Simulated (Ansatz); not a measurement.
A calculation with Ansatz (development build ahead of 0.2.0).

```yaml
crystal:
  periodic: [false, false, false]
  atoms:
    - { symbol: Al, position_ang: [0.0, 0.0, 0.0] }
    - { symbol: Cl, position_ang: [-0.3779, -1.9086, 0.7325] }
    - { symbol: Cl, position_ang: [-0.0964, 0.3668, -2.0441] }
    - { symbol: Cl, position_ang: [0.4743, 1.5417, 1.3115] }
basis:
  gaussian: { orbitals: def2-SVP }
magnetization:
  spin_polarized: true
  initial_magnetization: 2
hamiltonian:
  xc: hf
correlation:
  method: mp2
  frozen_orbitals: { Al: 5, Cl: 5 }
output:
  forces: true
```

The input is written out in the form of the current development build from the run's settings.

Results

```json
{
 "Converged": "yes",
 "Reference energy": "-1619.86875 hartree",
 "Correlation energy": "-0.42870 hartree",
 "Total energy": "-1620.29744 hartree",
 "Spin squared of the determinant": "2.009",
 "Stability test": "minimum"
}
```

Forces (eV/Å):
```json
{"atom": "Al1", "Fx": "-2.769", "Fy": "-0.126", "Fz": "4.820"}
{"atom": "Cl2", "Fx": "0.765", "Fy": "-1.296", "Fz": "0.110"}
{"atom": "Cl3", "Fx": "0.745", "Fy": "0.718", "Fz": "-5.377"}
{"atom": "Cl4", "Fx": "1.259", "Fy": "0.704", "Fz": "0.446"}
```

Caution: another spin multiplicity may lie lower; the determinant breaks the point group.
